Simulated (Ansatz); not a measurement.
Start from `[NH2][V]([NH2])([NH2])=[O]` and change one element to get `[NH2][Nb]([NH2])([NH2])=[O]`.

Ansatz, PBE0-D4/def2-TZVP geometries, multiplicity 1. Each molecule was computed in one conformer, which needn't be the lowest.

Elements past krypton have def2 core potentials. Scalar relativity is left out up to krypton.

```json
{"property": "ideal-gas entropy at 298 K and 1 bar (rigid rotor, harmonic PBE0-D4/def2-TZVP) / J/(mol·K)", "`[NH2][V]([NH2])([NH2])=[O]`": "346"}
{"property": "size of the dipole moment (B3LYP/def2-TZVPP) / D", "`[NH2][V]([NH2])([NH2])=[O]`": "2.69"}
{"property": "HOMO–LUMO gap (B3LYP/def2-TZVPP) / eV", "`[NH2][V]([NH2])([NH2])=[O]`": "4.92"}
{"property": "size of the dipole moment (ωB97M-V/def2-TZVPP) / D", "`[NH2][V]([NH2])([NH2])=[O]`": "2.60"}
{"property": "HOMO–LUMO gap (PBE/def2-TZVPP) / eV", "`[NH2][V]([NH2])([NH2])=[O]`": "3.22"}
{"property": "LUMO energy (B3LYP/def2-TZVPP) / eV", "`[NH2][V]([NH2])([NH2])=[O]`": "-1.68"}
```

Problem. What does the change do to each property? (Best estimate.)

Solution. The calculation gave: 
```
                                                                                  property  `[NH2][Nb]([NH2])([NH2])=[O]`  shift
ideal-gas entropy at 298 K and 1 bar (rigid rotor, harmonic PBE0-D4/def2-TZVP) / J/(mol·K)                            367     21
                                          size of the dipole moment (B3LYP/def2-TZVPP) / D                           3.48   0.79
                                                     HOMO–LUMO gap (B3LYP/def2-TZVPP) / eV                           6.02   1.10
                                        size of the dipole moment (ωB97M-V/def2-TZVPP) / D                           3.49   0.89
                                                       HOMO–LUMO gap (PBE/def2-TZVPP) / eV                           4.29   1.07
                                                       LUMO energy (B3LYP/def2-TZVPP) / eV                          -0.58   1.10
```

Dipoles are sizes alone; their direction can turn.

B3LYP here is the variant with VWN-RPA as its local correlation; programs differ in this.
